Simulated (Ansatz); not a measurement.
The molecule MgBe-, multiplicity 4 (an upper state: multiplicity 2 came lower at CCSD(T)/def2-TZVPP on PBE0 minima).

Constants: fifth-degree fit in 1/R to seven points, most abundant isotopes. In def2 and cc sets the state is the lowest found near the PBE0 minimum, followed along R.

Correlated levels freeze the inner cores; with def2 sets outer-core shells near the valence are correlated too.

The values were computed with Ansatz (an electronic-structure program) with Gaussian orbitals. 

| level | r_e (Å) | ω_e (cm⁻¹) | ω_e x_e (cm⁻¹) |
|---|---|---|---|
| PBE/def2-TZVPP | 2.334 | 457 | 2.8 |
| PBE0/def2-TZVPP | 2.322 | (withheld) | 2.6 |
| wB97X-V/def2-TZVPP | 2.426 | 460 | 2.1 |
| CCSD/def2-TZVPP | 2.335 | 462 | 3.0 |
| CCSD(T)/def2-TZVPP | (withheld) | (withheld) | 2.5 |

Question: Some entries are withheld; supply them.

Answer: 
- CCSD(T)/def2-TZVPP, r_e (Å): 2.345
- CCSD(T)/def2-TZVPP, ω_e (cm⁻¹): 453
- PBE0/def2-TZVPP, ω_e (cm⁻¹): 472

Doubts at one or more of the structures used: a spin-contaminated determinant (CCSD/def2-TZVPP, CCSD(T)/def2-TZVPP).
